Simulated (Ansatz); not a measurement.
Consider the redistribution: `[F][Zn][CH2]Cl` + `NC(=O)[SiH2]Cl` → `[F][Zn][Cl]` + `NC(=O)[SiH2]CCl`.

Program: Ansatz. Geometries: PBE0-D4/def2-TZVP. ΔE: electronic, gas phase. CBS: MP2 limit from def2 TZ/QZ plus the TZ coupled-cluster correction, frozen cores. Functionals use def2-TZVPP. B3LYP here is the variant with VWN-RPA as its local correlation; programs differ in this. For Zn outer-core shells are correlated without core-valence functions, which leaves a few kJ/mol of doubt a bond. Scalar relativity is left out up to krypton. Each species was taken in one conformer, which may not be the lowest.

**Question.** Is it downhill or uphill in electronic energy at CCSD(T)/CBS, and by how much? (Best estimate.)

**Answer.** The calculation gave: Downhill: ΔE = -34.3 kJ/mol.

**Question.** What do these levels give: B3LYP-D4, ωB97M-V, B2PLYP, SCS-MP2/def2-TZVPP, MP2/def2-QZVPP, HF/CBS(def2)? (An estimate is asked.)

**Answer.** Computed: B3LYP-D4 -24.4, ωB97M-V -27.3, B2PLYP -25.6, SCS-MP2/def2-TZVPP -28.1, MP2/def2-QZVPP -27.6, HF/CBS(def2) -59.3 kJ/mol.

Largest T1 diagnostic among the species: 0.016.

From PBE to PBE0 (25 % exact exchange), in def2-TZVPP and without D4, ΔE moves by −10.0 kJ/mol. In def2-TZVPP, CCSD(T) changes the Hartree–Fock value by +24.2 kJ/mol (the triples alone add +3.4 kJ/mol) and MP2 by +30.7 kJ/mol.
